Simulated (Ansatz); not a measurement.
Molecule: propane-1,1-diselenol, C3H8Se2, net charge 0, singlet state. SMILES: [SeH]C(CC)[SeH]
Geometry: optimised at B3LYP-D3(BJ)/def2-TZVP (Ansatz, a program for electronic structure).

Wanted: atomisation energy, in kcal/mol. Terms: open shells spin-unrestricted; no spin-orbit coupling; LANL2DZ with its own core potentials from Na on; dispersion terms only where a functional's name holds one; atomisation electronic, to ground-state atoms; non-relativistic. First-principles rows: single points at B3LYP-D3(BJ) geometries (Ansatz).

| species | coefficient | E at B3LYP/LANL2DZ (Ansatz), Eh | E at PBE/def2-TZVPD (Ansatz), Eh |
|---|---|---|---|
| CCC([SeH])[SeH] | -1 | -137.53794 | -4921.38592 |
| C atom | +3 | -37.85342 | -37.79605 |
| H atom | +8 | -0.49891 | -0.49962 |
| Se atom | +2 | -9.17433 | -2401.12538 |

 1 Eh = 627.5095 kcal/mol.

Question: Work the quantity out at each level.

Answer: 
- B3LYP/LANL2DZ: the sum of coefficient times E is 1.63774 Eh, or 1027.70 kcal/mol. Result: 1027.7 kcal/mol.
- PBE/def2-TZVPD: the sum of coefficient times E is 1.75005 Eh, or 1098.17 kcal/mol. Result: 1098.2 kcal/mol.
